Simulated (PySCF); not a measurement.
# TaSe at ROHF

Level: ROHF. Ta def2-TZVPP with ECP60, Se def2-TZVPP; scalar-relativistic core potentials (PySCF 2.14).

```json
{
  "state": "⁴Σ⁻ (quartet), unpaired electrons σ ↑, δ ↑↑",
  "bond length": "2.296 Å",
  "harmonic wavenumber": "349 cm⁻¹",
  "force constant": "3.99 mdyn/Å",
  "rotational constant Be": "0.05769 cm⁻¹",
  "anharmonicity ωexe": "0.552 cm⁻¹",
  "vibration–rotation constant αe": "0.000117 cm⁻¹",
  "bond order (Mayer)": "2.35",
  "dipole moment (positive dipole means Ta(−)Se(+))": "-7.21 D"
}
```

These are scalar-relativistic numbers at best; spin–orbit coupling would shift them, the dissociation energy most. Hartree–Fock leaves out correlation, which carries a large part of most bond energies and some tenths to 1 eV of ionisation energies. With d or f electrons several states lie close, and the lowest PBE0 determinant need not be the measured ground state.
